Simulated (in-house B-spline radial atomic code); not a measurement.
Configurations of the scandium ion Sc³⁺, with energies counted from [Ne] 3s2 3p6. All numbers are computed (Dirac-Hartree-Fock, average of configuration; Fermi nucleus of rms radius 3.5459 fm) with an all-electron radial atomic-structure program (B-spline basis), not measured. Energies include first-order Breit, QED and recoil terms.

Occupations are held fixed; configurations that lie above the ionisation limit could autoionise.

```
                              configuration  E - E(ref) (eV)  highest orbital  its <r> (bohr)
        [Ne] 3s2 (3p1/2)2 (3p3/2)3 (5d5/2)1           61.556            5d5/2           6.884
        [Ne] 3s2 (3p1/2)1 (3p3/2)4 (7f7/2)1            68.35            7f7/2           16.61
                      [Ne] 3s1 3p6 (4p1/2)1           74.614            4p1/2           3.014
                      [Ne] 3s1 3p6 (5g7/2)1           91.829            5g7/2            6.87
[He] 2s2 (2p1/2)2 (2p3/2)3 3s2 3p6 (4d3/2)1            429.2            4d3/2           3.721
[He] 2s2 (2p1/2)1 (2p3/2)4 3s2 3p6 (7d3/2)1           447.03            7d3/2           14.94
```

Task: Order these further configurations by energy, lowest first.
A. [Ne] 3s2 (3p1/2)1 (3p3/2)4 6s1
B. [Ne] 3s1 3p6 (5f7/2)1
C. [Ne] 3s2 (3p1/2)2 (3p3/2)3 (4d3/2)1
D. [He] 2s2 (2p1/2)2 (2p3/2)3 3s2 3p6 (4f5/2)1
E. [He] 2s2 (2p1/2)2 (2p3/2)3 3s2 3p6 4s1

Result: C (54.302 eV), A (62.889 eV), B (91.709 eV), E (415.79 eV), D (434 eV).

Task: How far above the reference does [Ne] 3s1 3p6 (6d3/2)1 lie?

Result: 93.334 eV; its least bound orbital is 6d3/2 with <r> = 10.62 bohr.

Task: How far above the reference does [Ne] 3s1 3p6 (7d3/2)1 lie?

Result: 95.387 eV; its least bound orbital is 7d3/2 with <r> = 15.12 bohr.
